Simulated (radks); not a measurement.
I6+, 47 electrons, occupied as [Kr] 4d10 5s1 (the NIST ground configuration). All-electron calculation, Dirac Kohn-Sham, PBEsol, spin-unpolarised, spherical densities, finite nucleus; Fermi nuclear charge, rms radius 4.75 fm. Program: a radial shooting solver on a logarithmic mesh with Libxc functionals.

Normalised radial functions P(r) = r R(r) (large component), r in bohr:

```
   r/bohr * 4p3/2, o 4d3/2 (the largest magnitude, 1.28, reaches the edge; | marks zero, & curves that meet)
 0.001088                             &
 0.001429                             &
  0.00189                             &
 0.002481                             &
 0.003256                             &
 0.004274                             &
  0.00561                             &
 0.007423                             o*
 0.009744                             o*
  0.01279                             o *
  0.01679                             o  *
  0.02221                             o   *
  0.02916                             |o    *
  0.03827                             |o      *
  0.05023                             | o       *
  0.06593                             |   o     *
  0.08724                             |      o*
   0.1145                             | *       o
   0.1503                       *     |            o
   0.1973               *             |            o
    0.261              *              |         o
   0.3426                        *    |o
   0.4497                  o          |          *
   0.5903        o                    |                       *
   0.7748    o                        |                          *
    1.025        o                    |                   *
    1.346                o            |         *
    1.766                       o     |  *
    2.318                           o |*
    3.068                             &
    4.026                             &
    5.285                             &
```

4p3/2: eigenvalue -198.18 eV, 2 radial nodes at r = 0.122, 0.378 bohr, <r> = 0.797 bohr, 90 % of the charge inside 1.16 bohr. 4d3/2: eigenvalue -124.85 eV, 1 radial node at r = 0.351 bohr, <r> = 0.896 bohr, 90 % of the charge inside 1.36 bohr.
